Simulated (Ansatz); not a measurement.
The cluster Cu2O⁺, relaxed as a quartet with UKS r2SCAN-D4/def2-TZVP in Ansatz, starting from the r2SCAN-D4/def2-TZVP geometry of the charge +1 doublet. Force threshold 0.02 eV/Å.

The relaxation made no stability test and no search for a lower SCF solution. At r2SCAN-D4/def2-TZVP a doublet of charge 1 lies 2.05 eV below the quartet, each at its own geometry. The structure comes from a short search, and lower isomers may exist.

Start:

Cartesian coordinates in Å:
```
Cu 0.782 -0.586 -1.321
Cu -0.731 0.167 1.462
O -0.051 0.419 -0.141
```

(1) Estimate the energy that the relaxation releases and the steps that it takes.

(2) Does the start keep its bonding and symmetry?

(3) Predict the relaxed structure.

Answers

(1) 0.15 eV, in 6 steps; 22 s on 4 threads of Arm Neoverse V1 on a shared host. No frequencies were taken in this run, so the end may be a saddle point.

(2) By distances, no bond broke or formed. The bond that changes most is Cu2–O3, from 1.76 to 1.76 Å (atoms count from 1). Point group C2v at the start, D∞h at the end, both within 0.05 Å; within 0.015 Å the end is C∞v.

(3) 
```csv
atom,x (Å),y (Å),z (Å)
Cu1,0.821,-0.416,-1.504
Cu2,-0.818,0.399,1.510
O3,-0.002,0.017,-0.006
```
Bond lengths (bridged metal pairs left out): 2 × Cu–O 1.76 Å.
